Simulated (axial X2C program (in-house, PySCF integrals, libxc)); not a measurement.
**CdB: from the spin-free to the two-component result**

All values were computed with an axial X2C code built on PySCF integrals. Spin-free means the one-electron spin-free X2C Hamiltonian; two-component (2c) means X2C with spin–orbit coupling and atomic mean-field two-electron Coulomb and Gaunt terms, so the difference of the two also holds small scalar two-electron terms. Basis: Cd dyall-cv3z [12s12p8d5f3g], B dyall-v3z [7s6p2d1f] (cores contracted in-house); Gaussian nuclei, density fitting, unrestricted open shells. Masses: Cd 113.903 u, B 11.009 u.

Spin-free state: M_S = 1/2, Λ = 1 (beyond evenly filled blocks: π+α); fragments Cd + B.

| level | Re (Å) | ωe (cm⁻¹) | De (eV) | μ (D) |
| --- | --- | --- | --- | --- |
| PBE0 | 2.407 | 278.5 | 0.389 | -1.95 |
| BP86 | 2.364 | 302.0 | 0.455 | -1.79 |

Dipoles are positive if B is the positive end.

Q: Within this multiplet, which Ω should lie lowest by the rule for regular and inverted multiplets?

A: The open π shell holds one electron, so the multiplet is regular: Ω = Λ − 1/2 = 1/2. The PBE0 2c search agrees, though Ω = 3/2 of the search lies only 0.02 eV higher.

Two-component determinant lowest at the distance of the search:

Ω = 1/2 (⟨Sz⟩ = -0.50, ⟨Lz⟩ = 1.00 at PBE0); fragments Cd + B.

```json
{"level": "PBE0", "Re (Å)": "2.398", "ωe (cm⁻¹)": "282.3", "De (eV)": "0.400", "μ (D)": "-1.94"}
{"level": "BP86", "Re (Å)": "2.355", "ωe (cm⁻¹)": "306.2", "De (eV)": "0.472", "μ (D)": "-1.77"}
```

Q: From the two tables, how do the constants change at the PBE0 level (2c against spin-free)?

A: At the PBE0 level Re drops by 0.009 Å and ωe increases by 3.8 cm⁻¹; De is not compared, since the atomic limits differ or miss part of their spin–orbit lowering.

The state is a single determinant with fixed occupations, the lowest that a limited PBE0 search found. De is counted from the lowest determinant-based energies of the atoms at the same level, without counterpoise correction. Density functionals use the spin component along the axis (collinear). The 2c atoms are single determinants rather than J levels; their spin–orbit lowering is only partly caught, and De is too large by that part. This holds for PBE0, BP86. Other states lie close and PBE0, whose exact exchange favours high spin, may order them wrongly; the determinant shown need not be the ground state. The nearest other spin-free determinant of the search, M_S = 1/2, Λ = 0, lies 0.47 eV up at the distance of the search. The functionals have no current-density term, which raises determinants with orbital currents, atoms included. The atomic limit has a lower orbital projection than the molecule and lies lower at mean-field level, so De may be about a tenth of an eV too small.
